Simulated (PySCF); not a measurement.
Compound: C5H4O3 (charge +1 and doublet state).
Atom-mapped SMILES: `[O:1]=[C:2]([OH:3])[C+:4]1[CH:5][CH:6]=[CH:7][O:8]1` (hydrogens: H9 on O3; H10 on C5; H11 on C6; H12 on C7)

Structure used (PBE0-D3(BJ)/def2-SVP), in Å, numbered top down from 1:
```xyz
12
C5H4O3 angstrom
O      1.8608   -0.0849   -1.9471
C      1.6305   -0.1421   -0.7762
O      2.4716   -0.2872    0.2279
C      0.2337   -0.0319   -0.2543
C     -0.3049    0.0381    1.0553
C     -1.6693    0.1623    0.8945
C     -1.8920    0.1638   -0.5064
O     -0.7472    0.0472   -1.1673
H      3.3834   -0.3483   -0.1087
H      0.2786   -0.0037    1.9750
H     -2.4406    0.2443    1.6610
H     -2.8023    0.2410   -1.1059
```

The hyperfine couplings belong to this conformer and change with its torsions.

Theory: PySCF 2.14.0, UKS B3LYP, IGLO-III on C O, pcH-1 on H, non-relativistic, mean-field spin-orbit, GIAO. One conformer (not necessarily the lowest) at the PBE0-D3(BJ)/def2-SVP geometry, without solvent, vibrations or thermal averaging. Stability of the SCF solution: not tested.

**Question.** Predict the first-order ENDOR lines of C4, C7, C2, C5, C6, H12, H11, H10 and H9 under fast tumbling at B = 1215.7 mT (Q band).

**Answer.** For S = 1/2 in fast tumbling each set of equivalent nuclei gives two lines, ν± = |νn ± a/2| to first order, with νn = g_N μN B/h and μN/h = 7.62259 MHz/T.

```json
{"nuclei": "C4", "isotope": "13C", "g_N": "1.4048", "νn (MHz)": "13.02", "a_iso (MHz)": "47.75", "lower line (MHz)": "10.86", "upper line (MHz)": "36.89"}
{"nuclei": "C7", "isotope": "13C", "g_N": "1.4048", "νn (MHz)": "13.02", "a_iso (MHz)": "41.80", "lower line (MHz)": "7.88", "upper line (MHz)": "33.92"}
{"nuclei": "C2", "isotope": "13C", "g_N": "1.4048", "νn (MHz)": "13.02", "a_iso (MHz)": "-22.95", "lower line (MHz)": "1.54", "upper line (MHz)": "24.49"}
{"nuclei": "C5", "isotope": "13C", "g_N": "1.4048", "νn (MHz)": "13.02", "a_iso (MHz)": "-9.42", "lower line (MHz)": "8.31", "upper line (MHz)": "17.73"}
{"nuclei": "C6", "isotope": "13C", "g_N": "1.4048", "νn (MHz)": "13.02", "a_iso (MHz)": "-4.88", "lower line (MHz)": "10.58", "upper line (MHz)": "15.46"}
{"nuclei": "H12", "isotope": "1H", "g_N": "5.5857", "νn (MHz)": "51.76", "a_iso (MHz)": "-38.85", "lower line (MHz)": "32.34", "upper line (MHz)": "71.18"}
{"nuclei": "H11", "isotope": "1H", "g_N": "5.5857", "νn (MHz)": "51.76", "a_iso (MHz)": "-8.71", "lower line (MHz)": "47.41", "upper line (MHz)": "56.12"}
{"nuclei": "H10", "isotope": "1H", "g_N": "5.5857", "νn (MHz)": "51.76", "a_iso (MHz)": "-5.52", "lower line (MHz)": "49.00", "upper line (MHz)": "54.52"}
{"nuclei": "H9", "isotope": "1H", "g_N": "5.5857", "νn (MHz)": "51.76", "a_iso (MHz)": "-1.96", "lower line (MHz)": "50.78", "upper line (MHz)": "52.74"}
```

The rows for 13C, of low natural abundance, apply to labelled samples.

**Question.** Which pairs are centred on the nuclear Larmor frequency, and which on half the coupling?

**Answer.** Centred on νn, since |a| < 2νn: C2, C5, C6, H12, H11, H10 and H9. Centred on |a|/2 and split by 2νn: C4 and C7.

**Question.** At what field would the lower line of H12 fall to zero frequency?

**Answer.** Where νn = |a|/2, that is B = 19.42 MHz/(5.5857 × 7.62259 MHz/T) = 456 mT, as far as first order holds there.

Time: 62 s of wall time. Hardware: one thread of an x86-64 server (shared host).

The SMILES draws the unpaired electron on C5; the largest computed Mulliken spin population is on C4 (0.53 against 0.01).
